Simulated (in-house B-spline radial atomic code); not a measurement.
# Ionising Cd3+ with different functionals

Computed with a B-spline radial code for spherical atoms: scalar-relativistic (spin-free X2C) Hamiltonian, Fermi nucleus of rms radius 4.6087 fm, spin-polarised at highest spin, spherical fractional occupations for the functionals, and exact exchange of hybrids averaged over the configuration. The ionisation energy is the difference of two self-consistent energies, [Kr] 4d9 → [Kr] 4d8, without Breit or QED terms; ε is the level of the shell that loses the electron (its least bound occupied spin orbital). There is no spin-orbit coupling in this Hamiltonian.

| method | rung | ΔSCF (eV) | -ε(4d) (eV) |
| --- | --- | --- | --- |
| PBE0 | global hybrid | 53.29 | 47.70 |
| B3LYP | global hybrid | ? | ? |
| TPSSh | global hybrid | 53.26 | 46.24 |
| M06-2X | global hybrid | 53.17 | 50.32 |
| BHandHLYP | global hybrid | 53.05 | 49.89 |
| r2SCAN0 | global hybrid | 53.39 | 47.87 |
| B97-1 | global hybrid | 53.28 | 47.28 |
| HSE06 | range-separated hybrid | 53.27 | 47.27 |
| wB97X | range-separated hybrid | 53.13 | 50.17 |
| CAM-B3LYP | range-separated hybrid | ? | ? |
| LC-wPBE | range-separated hybrid | 53.27 | 50.50 |

Q: What does CAM-B3LYP give?

A: ΔSCF 53.31 eV, and -ε(4d) = 49.23 eV.

Q: What does B3LYP give?

A: ΔSCF 53.38 eV, and -ε(4d) = 47.31 eV.

Q: Among the functionals, which spreads more, the ΔSCF values or the orbital energies?

A: The orbital energies: ΔSCF values span about 0.34 eV and the orbital energies 4.26 eV; here energy differences depend much less on the functional than eigenvalues do.

Q: How do they compare with the NIST value?

A: NIST lists 51 eV ± 1.7 (tabulated theory, ground level to ground level). Errors run from +2.05 to +2.39 eV; all lie within about twice that uncertainty, so the table can't rank the methods.
